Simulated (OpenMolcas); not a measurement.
## Which level was it?

The species is C2H7NSi (11 atoms), meant as a singlet with charge 0. SMILES: `C=C[SiH2]N`. Geometry: relaxed at PBE0-D4/def2-TZVP. This is one conformer, not always the lowest.

```xyz
11

C    -0.6761    1.3370   -0.9450
C     0.0893    1.2086    0.1351
Si    0.5965   -0.4445    0.8326
N     0.0029   -1.8037   -0.0286
H    -0.9671    2.3046   -1.3447
H    -1.0468    0.4656   -1.4791
H     0.4330    2.1167    0.6316
H     0.0995   -0.5366    2.2326
H     2.0832   -0.5167    0.8360
H     0.4049   -2.0860   -0.9063
H    -0.9538   -2.1021    0.0563
```

Orbital energies are those of the mean-field step.

A calculation with OpenMolcas 26.06 gave:

```yaml
total_energy: -424.3225 Eh
dipole_moment: 1.40 D
HOMO_energy: -5.61 eV
LUMO_energy: -0.93 eV
HOMO–LUMO_gap: 4.68 eV
largest_force: 0.704 eV/Å
```

Task: Which of these levels gave the numbers?
A. SVWN5/cc-pVDZ
B. M06-2X/cc-pVDZ
C. MP2/cc-pVDZ
D. PBE/cc-pVDZ

Result: D. The others give -422.2753 Eh (SVWN5/cc-pVDZ), -423.7393 Eh (MP2/cc-pVDZ), -424.5739 Eh (M06-2X/cc-pVDZ).
